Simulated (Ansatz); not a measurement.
Ansatz results at the PBE0-D4/def2-TZVP geometry: LUMO energy (PBE/def2-TZVPP) -1.22 eV; HOMO–LUMO gap (PBE/def2-TZVPP) 7.02 eV; HOMO energy (ωB97M-V/def2-TZVPP) -11.78 eV.

(1) Which molecule gave them?
A. `N#[C][SnH3]`
B. `C[O][SnH]([F])[O][SiH3]`
C. `C[CH2][SnH3]`
D. `[I][Sn]([I])([I])[I]`

## Answers

(1) A. The others give `[I][Sn]([I])([I])[I]`: -4.32, 2.45, -10.03; `C[O][SnH]([F])[O][SiH3]`: -2.36, 4.41, -10.77; `C[CH2][SnH3]`: -0.39, 6.28, -9.97.
